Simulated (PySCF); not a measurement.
In(F)(Br)(Me) (CH₃BrFIn), SMILES [CH3][In]([F])[Br].

The structure is a stationary point at B3LYP-D3(BJ)/def2-SVP. The structure was generated by enumeration; whether it is a known compound was not checked. The def2 effective core potentials stand for the cores of In; spin–orbit coupling is left out.

Two levels are set side by side: TDDFT-PBE/def2-SVPD (PySCF) and TDDFT-B3LYP/def2-SVPD (PySCF). Vertical, same geometry. The lowest singlet is HOMO→LUMO 97 % with PBE and HOMO→LUMO 97 % with the other functional; states are paired by order. Differences are taken from unrounded values.

| quantity | TDDFT-B3LYP | TDDFT-PBE | TDDFT-PBE minus TDDFT-B3LYP |
|---|---|---|---|
| lowest singlet excitation (eV) | 4.76 | 4.35 | -0.41 |
| lowest triplet excitation (TDA) (eV) | 4.34 | 4.00 | -0.33 |
| first bright state (f over 0.05) (eV) | 6.11 | 5.44 | -0.66 |
| its oscillator strength | 0.35 | 0.11 | -0.23 |

Functionals without exact exchange tend to place singlet excitations lower, as here. Differences between two approximate levels are no errors against the true value.

Rough cost on one machine, each run with all the roots and properties that it gave: TDDFT-B3LYP against TDDFT-PBE about 4 times.
